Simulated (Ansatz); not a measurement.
```xyz
2

Al    0.0000    0.0000   -0.7407
F     0.0000    0.0000    1.0698
```

Basis set: def2-TZVP (spherical functions). Frozen core: 6 orbitals. Charge 0, multiplicity 1.

Computed with Ansatz (development build ahead of 0.2.0); each method stands on the lowest determinant of its kind that the runs found. Restricted open shells among the atoms or ions are ROHF, correlated in semicanonical orbitals with singles.

Problem. Give the atomization energy at this shape (free ground-state atoms in the same class of orbitals less the molecule, no zero-point energy) of singlet AlF by RHF-MP2, RHF.

Solution.

| method | atomization energy |
| --- | --- |
| RHF-MP2 | 672.5 kJ/mol |
| RHF | 490.3 kJ/mol |

Caution: the shape is not the minimum.
